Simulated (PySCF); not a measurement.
A structure optimised at PBE-D3(BJ)/def2-TZVP, used in a PySCF frequency run:

```
S
H 1 1.3716
S 1 1.9746 2 102.54
```
Charge 0, spin multiplicity 2.

Question: Write its SMILES, formula and point group.

Answer: [S]S, HS2, Cs

Question: What are its rotational constants (standard atomic weights)?

Answer: 291.75, 7.8734, 7.6665 GHz
